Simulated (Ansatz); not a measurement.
Ansatz (a quantum-chemistry and plane-wave program) input (BLYP/6-31G*):

Ansatz 0.2 input:
```yaml
crystal:
  periodic: [false, false, false]
  atoms:
    - {symbol: Cu, position_ang: [-0.34363500, -0.13852500, -0.26355600]}
    - {symbol: O, position_ang: [1.11958700, 0.34008500, 0.84044400]}
    - {symbol: H, position_ang: [1.00872200, 1.29654500, 0.91957700]}
basis:
  gaussian:
    orbitals: 6-31G*
hamiltonian:
  xc: {name: BLYP}
total_charge: -1
magnetization: {spin_polarized: true, initial_magnetization: 1}
output: {forces: true}
```

Output:

```
Functional definition: BLYP
integrals: 0.01 GiB planned
545 factors; their error is unknown
mean field: 0.14 GiB planned
mean field evaluation 1: about -46071.1364 eV, gradient 3.2e2 eV
mean field evaluation 2: about -45384.1195 eV, gradient 2.9e2 eV
mean field evaluation 4: about -46579.9008 eV, gradient 1.5e2 eV
mean field evaluation 8: about -46676.6952 eV, gradient 8.1e1 eV
mean field evaluation 16: about -46696.9500 eV, gradient 4.9e-2 eV
mean field evaluation 32: about -46690.8261 eV, gradient 1.3e0 eV
mean field evaluation 64: about -46696.9384 eV, gradient 3.6e-6 eV
mean field evaluation 96: about -46696.6981 eV, gradient 1.9e0 eV
mean field evaluation 128: about -46695.9533 eV, gradient 1.3e1 eV
mean field evaluation 160: about -46691.3614 eV, gradient 8.8e0 eV
mean field -46696.93838925 eV, -1716.0808334834 hartree, gradient 2.6e-5 eV, S^2 0.755999; 8 other end points of the search recorded, 0 dependent functions left out
the calculation of the forces begins
reference -46696.93862883 eV, -1716.0808422877 hartree; 20, 19 occupied and 33, 34 virtual orbitals, 545 factors
Total energy: -46696.93862883 eV, -1716.0808422877 hartree
Atom 0 at    -0.343635    -0.138525    -0.263556 Å, force     1.354873     0.480166     1.028317 eV/Å
Atom 1 at     1.119587     0.340085     0.840444 Å, force    -1.187361    -1.437041    -1.067817 eV/Å
Atom 2 at     1.008722     1.296545     0.919577 Å, force    -0.167511     0.956875     0.039500 eV/Å
Dipole moment:     0.176498     0.268111     0.167664 e Å
```

The dipole moment of an ion depends on the origin.

The geometry given is a B3LYP-D3(BJ)/def2-TZVP minimum.
